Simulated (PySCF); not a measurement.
Ligands exchanged one at a time, B Br-OH. Gas-phase values, no solvent. One relaxed conformer stands for each flexible species; it need not be the lowest. Strings in code marks are SMILES.

The LUMO from two functionals at the same geometries (PBE0-D3(BJ)/def2-TZVP), both in PySCF: PBE-D3(BJ)/def2-TZVP and PBE0-D3(BJ)/def2-TZVP. 

| species | PBE-D3(BJ)/def2-TZVP (eV) | PBE0-D3(BJ)/def2-TZVP (eV) |
|---|---|---|
| 0 of 3 Br replaced by OH (`BrB(Br)Br`) | -2.92 | -2.10 |
| 1 of 3 Br replaced by OH | -1.65 | -0.72 |
| 2 of 3 Br replaced by OH (`OB(O)Br` (H–O–B–Br torsion -180°, Br–B–O–H torsion 180°)) | -1.04 | -0.18 |

Over these rows, drawn at random from the members with no instability flagged (it was tested for open shells, ions and some series alone), PBE minus PBE0-D3(BJ): mean -0.87 eV, from -0.93 eV to -0.82 eV.
